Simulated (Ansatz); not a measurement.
C₃H₁₀B₂ (`BCC(B)C`), relaxed with RKS PBE0-D4/def2-TZVP in the Gaussian-basis code of Ansatz from a PBE-D4/def2-SVP geometry. The force threshold is 0.005 eV/Å; the program also tests the step.

The species carries charge 0 and has multiplicity 1.

Start:

```xyz
15

B    -0.872    1.394   -0.421
C     0.045    0.323   -1.081
C    -0.120   -0.211    0.397
B    -0.433   -1.463   -0.472
C     1.103   -0.060    1.285
H    -2.077    1.295   -0.556
H    -0.375    2.368    0.106
H     1.105    0.491   -1.324
H    -0.465   -0.317   -1.857
H    -1.061    0.228    0.862
H    -1.579   -1.702   -0.799
H     0.468   -2.245   -0.704
H     1.946   -0.655    0.881
H     0.885   -0.441    2.303
H     1.430    0.995    1.380
```

| step | energy (eV) | largest force (eV/Å) | largest move (Å) |
| --- | --- | --- | --- |
| 1 | -4621.2794 | 0.497 | 0.000 |
| 2 | -4621.3330 | 0.169 | 0.032 |
| 3 | -4621.3393 | 0.073 | 0.017 |
| 4 | -4621.3401 | 0.048 | 0.006 |
| 5 | -4621.3407 | 0.030 | 0.006 |
| 6 | -4621.3409 | 0.012 | 0.009 |
| 7 (rejected) | -4621.3409 | 0.016 | 0.003 |
| 8 | -4621.3410 | 0.016 | 0.002 |
| 9 (rejected) | -4621.3409 | 0.017 | 0.002 |
| 10 | -4621.3410 | 0.003 | 0.001 |

End:

```xyz
15

B    -0.866    1.404   -0.433
C     0.042    0.334   -1.068
C    -0.136   -0.228    0.402
B    -0.435   -1.476   -0.445
C     1.092   -0.064    1.263
H    -2.051    1.313   -0.573
H    -0.379    2.344    0.119
H     1.093    0.494   -1.274
H    -0.436   -0.287   -1.852
H    -1.050    0.209    0.874
H    -1.556   -1.711   -0.788
H     0.461   -2.232   -0.685
H     1.917   -0.652    0.854
H     0.895   -0.425    2.274
H     1.409    0.979    1.333
```

Hardware: 4 threads of an Intel Xeon Platinum 8488C on a shared host. Wall time 25 s, peak host memory 0.61 GiB.
